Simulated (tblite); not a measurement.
C₆H₁₁O (doublet state).
Numbering: `[CH3:1][O:2][CH:3][CH:4]1[CH2:5][CH2:6][CH2:7]1` (hydrogens: H8, H9, H10 on C1; H11 on C3; H12 on C4; H13, H14 on C5; H15, H16 on C6; H17, H18 on C7)

Geometry (GFN2-xTB, Å), atoms numbered from 1 in this order:
```
atom  x, y, z in Å
C1     3.2198    0.3792   -0.0255
O2     2.0480   -0.3593    0.1823
C3     0.8938    0.2136   -0.2910
C4    -0.3641   -0.5010   -0.0831
C5    -1.3714   -0.5414   -1.2649
C6    -2.5091   -0.1774   -0.3039
C7    -1.4754    0.1902    0.7662
H8     3.4294    0.4990   -1.0952
H9     4.0294   -0.1791    0.4421
H10    3.1517    1.3739    0.4310
H11    0.9287    1.2380   -0.6247
H12   -0.1376   -1.4987    0.2932
H13   -1.4566   -1.4957   -1.7795
H14   -1.1673    0.2398   -1.9941
H15   -3.1133   -1.0385   -0.0251
H16   -3.1687    0.6254   -0.6270
H17   -1.3130    1.2630    0.8485
H18   -1.6331   -0.2247    1.7588
```

Computed values, GFN2-xTB/tblite, gas phase, harmonic and unscaled. Against measured fundamentals such values can be off by several per cent, at times by over 20. One conformer, not necessarily the lowest. Open shells enter through the occupations alone, without spin polarisation, and single modes of such species can be off by tens of per cent.

Harmonic wavenumbers (cm⁻¹): 36.9, 59.5, 87.6, 162.1, 201.8, 272.2, 364.3, 383.7, 437.2, 684.6, 810.8, 817.5, 913.9, 953.7, 996.2, 1017.2, 1038.1, 1050.7, 1094.2, 1120.0, 1126.1, 1178.4, 1182.6, 1203.1, 1215.5, 1220.3, 1236.2, 1242.6, 1258.7, 1260.0, 1379.4, 1411.1, 1464.1, 1469.3, 1471.2, 1479.2, 1493.5, 2900.6, 2924.2, 2987.3, 2997.5, 3005.8, 3012.3, 3015.5, 3018.1, 3022.1, 3023.6, 3078.2.

A = 8562, B = 1223, C = 1156 MHz; mass 99.081 u (most abundant isotopes); point group C1, symmetry number 1; spin multiplicity 2.

**Question.** What is the zero-point energy?

**Answer.** Half the sum of the wavenumbers: 33889 cm⁻¹ = 96.89 kcal/mol.

**Question.** What is S at 500 K and 1 bar for an ideal gas of classical rigid rotors and harmonic oscillators?

**Answer.** Translation 42.29, rotation 29.22, vibration 41.13, spin (R ln 2) 1.38: S = 114.0 cal/(mol K).

**Question.** And Cp and H(500 K) − H(0)?

**Answer.** Cp = 49.13 cal/(mol K), of which vibrations give 41.18 (their classical limit is 48 R = 95.4); H(500 K) − H(0) = 14.16 kcal/mol without the zero-point energy, 10.19 from vibrations.

**Question.** How do the functions run with temperature in this model?

**Answer.** 
```
 T (K)  S (cal/(mol K))  Cp (cal/(mol K))  H − H(0) (kcal/mol)  G − H(0) (kcal/mol)  ln q(vib)
   150             76.4              20.4                 2.22                -9.24       3.15
   250             88.3              27.2                 4.58               -17.50       5.33
298.15             93.5              31.3                 5.99               -21.88       6.33
   400            104.0              40.7                 9.66               -31.94       8.40
   600            123.6              56.3                19.44               -54.73      12.50
   900            149.6              71.5                38.80               -95.82      18.55
```

q(vib) and H(0) count from the zero-point level.

**Question.** Which modes carry the vibrational entropy at 500 K?

**Answer.** 36.9 cm⁻¹: 6.44; 59.5 cm⁻¹: 5.50; 87.6 cm⁻¹: 4.73; 162.1 cm⁻¹: 3.52; 201.8 cm⁻¹: 3.10; 272.2 cm⁻¹: 2.52 cal/(mol K); the other 42 give 15.32 together.

**Question.** Blend soft modes into free rotors: weight 1/[1 + (100 cm⁻¹/ν̃)⁴] for the oscillator and the rest for a rotor with moment μB/(μ + B), μ = h/(8π²ν), B = 10⁻⁴⁴ kg m². What vibrational entropy results?

**Answer.** 36.77 cal/(mol K) in place of 41.13, which changes −T·S at 500 K by +2.18 kcal/mol.

Hindered rotation and anharmonicity are outside this model. Other conformers, if any are populated, would add a mixing term that is left out. The structure is chiral; the term R ln 2 for an equal mix with its mirror image is left out.

Time: 0.48 s of wall time. Hardware: an Arm Neoverse V1 with one thread (shared host). This covers the Hessian and the dipole derivatives.
